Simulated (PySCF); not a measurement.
**Structure from NMR data**

The spectra below were simulated for a compound C$_{5}$H$_{11}$NOSi.

¹H NMR (300 MHz, computed): δ 4.94 (s, 2H), 1.48 (s, 9H).

¹³C{¹H} NMR (computed): δ 127.6, 75.0, 32.3 (3C).

PySCF 2.14 calculation with GFN2-xTB structure and σ from GIAO-PBE0/pcSseg-1; averaged over atoms made equivalent by symmetry, fast rotation or ring inversion, no relativistic terms, in vacuum, one conformer.

Referencing at the same level of theory: ¹H, ¹³C against TMS.

Question: Which of these isomers gave the spectra?
A. CC(=O)NC1C[SiH2]C1
B. CC(C)(C)O[SiH2]C#N
C. CNC(=O)[C@H]1CC[SiH2]1
D. CC(C)(CC#N)O[SiH3]

Answer: B. 

- The formula gives 2 degrees of unsaturation (no ring in the answer).
- 3 carbon signals for 5 carbons: some carbons are equivalent by symmetry or fast rotation.
- Carbon types of the structure: 2 × C, 3 × CH3, leaving 2 H on heteroatoms.
- δC 127.6: nitrile carbon; this is the usual window of a C≡N carbon, which has no attached hydrogen.
- δC 75.0: fully substituted sp3 carbon bonded to O; deshielded by the electronegative neighbour.
- δC 32.3: methyl carbon; a saturated carbon with 1 carbon neighbour and no heteroatom attached.
- δH 4.94: hydrogen on a silicon bonded to C, O.
- δH 1.48: hydrogen on a methyl carbon.

The others: CC(=O)NC1C[SiH2]C1 would give 4 carbon signals, not 3; CC(C)(CC#N)O[SiH3] would give 4 carbon signals, not 3; CNC(=O)[C@H]1CC[SiH2]1 would give 5 carbon signals, not 3.

Shifts are as computed. Against solution values, carbons near 30 ppm lie about +3 ppm off and those near 130 ppm about +5 ppm. Of 1211 compounds with measured shifts, 218 miss one by over three times the rms of a fit or turn the order of signals round; such compounds aren't used in these exercises. No couplings were computed; multiplicities are counted from neighbouring protons, with m where these are inequivalent, close in shift, in a saturated or five-membered ring or joined by F or P, and br s for small geminal =CH2 splittings.
